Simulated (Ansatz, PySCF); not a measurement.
The pair A = BBrH2 (SMILES BBr) (first 4 atoms), B = NH3 (SMILES N); geometry from B3LYP-D3(BJ)/def2-TZVP.
(charge 0, multiplicity 1):
```xyz
8

B     -0.501    -0.659     2.174
Br     0.690     0.744     1.277
H     -0.029    -1.752     2.063
H     -1.641    -0.529     1.837
N     -0.421    -0.262     3.750
H     -0.980    -0.893     4.321
H      0.544    -0.295     4.072
H     -0.756     0.690     3.890
```

Rows in 6-31G* carry no dispersion term and start afresh at each structure (6-31G* with six Cartesian d functions); the Pople sets are all-electron and without relativity. MP2/6-31G* freezes PySCF's default core, which leaves 3d correlated.

Codes used: Ansatz (a first-principles code); PySCF for 6-31G* rows. Values without a source in brackets are computed.

Total energies (hartree), monomers frozen at their geometry in the pair:

| structure | B3LYP/6-31G* | B3LYP/def2-TZVPPD | MP2/6-31G* |
|---|---|---|---|
| AB | -2656.5499290 | -2656.8948891 | -2654.7178543 |
| A in the pair's basis | -2599.9231685 | -2600.2336584 | -2598.2784158 |
| B in the pair's basis | -56.5530317 | -56.5903865 | -56.3635735 |
| A | -2599.9224978 | -2600.2333749 | -2598.2755149 |
| B | -56.5475465 | -56.5901008 | -56.3539090 |

Problem. Work out the interaction energy without and with the counterpoise correction, and the superposition error, for each level.

Solution. 
E(AB) − E(A) − E(B), times 627.509 kcal/mol, with the monomers in their own basis and then in the pair's basis:
- B3LYP/6-31G*: -50.13 uncorrected, -46.27 corrected; the monomers gain 3.86 kcal/mol from borrowed functions
- B3LYP/def2-TZVPPD: -44.81 uncorrected, -44.46 corrected; the monomers gain 0.36 kcal/mol from borrowed functions
- MP2/6-31G*: -55.49 uncorrected, -47.61 corrected; the monomers gain 7.88 kcal/mol from borrowed functions
